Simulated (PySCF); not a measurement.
# Energy of Pd⁺ (palladium, charge +1) between two integer charges

The 4d beta orbital of [Kr] 4d9 is emptied in steps (occupation f), with all orbitals relaxed, ending at [Kr] 4d8. Computed with PySCF 2.14 in def2-TZVPPD with the def2 core potential (28 electrons), with a scalar-relativistic core potential. The exact energy is a straight line in f; departures are measured from the line between the end points of the same method.

```json
{"f": "1", "MN15 (eV)": "0.000"}
{"f": "0.75", "MN15 (eV)": "-0.630"}
{"f": "0.5", "MN15 (eV)": "-0.850"}
{"f": "0.25", "MN15 (eV)": "-0.643"}
{"f": "0", "MN15 (eV)": "0.000"}
```

| method | E(f=0) − E(f=1) (eV) | −ε at f=1 (eV) | −ε at f=0.5 (eV) |
| --- | --- | --- | --- |
| MN15 | 20.100 | 16.782 | 20.065 |

Orbital energy along the path (eV):

```
   f     MN15
   1  -16.782
0.75  -18.390
 0.5  -20.065
0.25  -21.795
   0  -23.554
```

Reference removal energy between the ground levels: 19.43 ± 0.12 eV (semi-empirical (NIST evaluation); NIST Atomic Spectra Database, ionization energies). The calculation has no spin-orbit coupling. The determinant left behind need not be the lowest term of the ion.
